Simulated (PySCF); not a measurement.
Shifts of the heteroatoms

Structure with atom numbers: `[CH3:1][SiH2:2]/[C:3](=[CH:4]\[SiH3:5])[CH:6]([F:7])[F:8]`. Each H is labelled by its parent atom.

PySCF calculation with PBE0/pcSseg-1 with gauge-including orbitals and geometry: GFN2-xTB; averaged over atoms made equivalent by symmetry, fast rotation or ring inversion, in vacuum, non-relativistic, a single conformation.

Q: What are the ¹⁹F shifts?

A: 
| atoms | environment | σ (ppm) | δ (ppm) |
| --- | --- | --- | --- |
| F7/F8 | fluorine of a CF2 group | 312.7 | -121.5 |

Shieldings were converted by a linear fit to measured shifts: ¹⁹F (scatter 6.0 ppm rms, 7.0 ppm with the 5 outliers that the fit left out vs CFCl3, solution or neat liquid, with a term for F on sp3 carbon). Occasional misses reach two or three times the rms, and more in compound classes unlike the fitted ones.

On a 500 MHz spectrometer ¹⁹F resonates near 470.5 MHz, so 1 ppm is 470.5 Hz.

Q: Predict the ²⁹Si NMR data.

A: 
```json
{"atoms": "Si2", "environment": "silicon bonded to 2 C, 2 H", "σ (ppm)": "405.0", "δ (ppm)": "-52.9"}
{"atoms": "Si5", "environment": "silicon bonded to C, 3 H", "σ (ppm)": "433.9", "δ (ppm)": "-76.7"}
```

Shieldings were converted by a linear fit to measured shifts: ²⁹Si (scatter 8.9 ppm rms, 25.8 ppm with the 6 outliers that the fit left out vs TMS, solution or neat liquid). Occasional misses reach two or three times the rms, and more in compound classes unlike the fitted ones.

On a 400 MHz spectrometer ²⁹Si resonates near 79.5 MHz, so 1 ppm is 79.5 Hz.
